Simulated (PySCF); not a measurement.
This script is equivalent to a calculation on N²⁺ (nitrogen, charge +2).

```python
from pyscf import gto, scf, dft, mp, cc
import basis_set_exchange as bse
mol = gto.M(atom="N 0 0 0", charge=2, spin=1, symmetry="D2h",
            basis=gto.basis.parse(bse.get_basis("aug-cc-pVTZ", elements=["N"], fmt="nwchem")))
mf = dft.UKS(mol, xc="PBE0")
mf.irrep_nelec = {'Ag': (2, 2), 'B2u': (1, 0)}
mf.kernel()
```

Task: What total energy does it give?

Result: -52.903 hartree (calculated).

Task: Which occupied shell lies highest, and where?

Result: 2p α, at -41.229 eV.

Task: What is ⟨S²⟩, and what would a pure spin state give?

Result: 0.752, against 0.75.
